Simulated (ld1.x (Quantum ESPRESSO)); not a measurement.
# u(r) = r·R(r): atom against pseudo-atom (zinc)

Columns: radius, all-electron u(r) and pseudo u(r) of the 3d shell (level -10.14 eV) of zinc in the configuration [Ne] 3s2 3p6 3d10 4s2 4p0; PBE, scalar-relativistic, PAW scheme, ld1.x (Quantum ESPRESSO) 7.5.

```csv
r (bohr),all-electron,pseudo
0.110,0.1498,0.0023
0.220,0.5116,0.0176
0.330,0.8142,0.0555
0.440,0.9818,0.1197
0.550,1.0353,0.2072
0.660,1.0158,0.3085
0.770,0.9577,0.4103
0.880,0.8829,0.4985
0.990,0.8035,0.5613
1.100,0.7258,0.5924
1.210,0.6530,0.5916
1.320,0.5862,0.5646
1.430,0.5257,0.5210
1.540,0.4714,0.4711
1.650,0.4228,0.4228
1.760,0.3794,0.3794
1.870,0.3408,0.3408
1.980,0.3062,0.3062
2.090,0.2754,0.2754
2.200,0.2478,0.2478
2.310,0.2232,0.2232
2.420,0.2011,0.2011
2.530,0.1813,0.1813
2.640,0.1635,0.1635
2.750,0.1475,0.1475
2.860,0.1331,0.1331
```

Q: How many radial nodes do the two functions have?

A: The all-electron 3d function has n − l − 1 = 0; the pseudo-wave has 0.

Q: At about which radius was the pseudo-wave matched?

A: 1.70 bohr. The columns agree to 0.0005 from 1.54 bohr on; several derivatives are matched, so the curves merge somewhat inside the radius.

Q: Is the pseudo-wave norm-conserving?

A: No, it belongs to a PAW set: the norm inside the radius is not constrained, and the difference is carried by the augmentation charge.
